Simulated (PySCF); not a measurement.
**Electric field gradients and quadrupole coupling constants**

C4H9FS2Si.
Z-matrix (Å and degrees, GFN2-xTB geometry), rows numbered from 1:
```
C 
C   1  1.5182
F   2  1.3865  1  108.33
C   2  1.5189  1  113.61  3  -120.67
Si  4  1.9083  2  113.23  1   169.83
S   5  2.1488  4  107.74  2    56.43
C   6  1.8231  5   98.07  4   -47.63
S   7  1.8097  6  115.60  5    63.59
H   1  1.0860  2  109.72  3  -177.20
H   1  1.0877  2  109.76  3   -57.46
H   1  1.0883  2  109.74  3    62.36
H   4  1.0901  2  107.93  1   -67.04
H   4  1.0917  2  107.99  1    48.84
H   5  1.4586  4  109.82  2   -61.62
H   5  1.4514  4  110.21  2   169.86
H   7  1.0872  6  109.61  5   -59.67
H   7  1.0869  6  106.74  5  -179.24
```

Field gradients from the PBE0/pcSseg-1 density (PySCF, non-relativistic), principal values in atomic units, ordered |Vxx| ≤ |Vyy| ≤ |Vzz|:

```json
{"atom": "S6", "Vxx": "0.1809", "Vyy": "2.1403", "Vzz": "-2.3212"}
{"atom": "S8", "Vxx": "0.6335", "Vyy": "2.3920", "Vzz": "-3.0255"}
```

Problem. Find the asymmetry η = (Vxx − Vyy)/Vzz and the couplings χ = eQV/h (234.96 MHz × Q in barn × V in au), with Q(33S) = −0.0678 b.

Solution. 
| atom | environment | nucleus | η | χzz (MHz) | χxx (MHz) | χyy (MHz) |
| --- | --- | --- | --- | --- | --- | --- |
| S6 | sulfur bonded to C and Si | 33S | 0.84 | 36.98 | -2.88 | -34.10 |
| S8 | sulfide sulfur | 33S | 0.58 | 48.20 | -10.09 | -38.11 |

The tensor is traceless: Vxx + Vyy + Vzz = 0.

Problem. What is Vzz at S8 in SI units (1 au = 9.71736 × 10²¹ V/m²)?

Solution. -3.0255 au = -29.400 × 10²¹ V/m².

Were the hydrogens deuterons (Q(2H) = 0.00286 b), χzz would run from 111 kHz (H14) to 211 kHz (H9).

Geometry: GFN2-xTB, one conformer, isolated molecule. GFN2-xTB bond lengths can be off by several hundredths of an ångström, more for odd bonds, and the gradients follow them. The small basis limits the accuracy of the gradients.

These values come from a run that also computed NMR shieldings. Hardware: an Intel Xeon at 2.70 GHz with one thread (shared host). Cost: 60 s wall, 0.85 GiB resident at most.
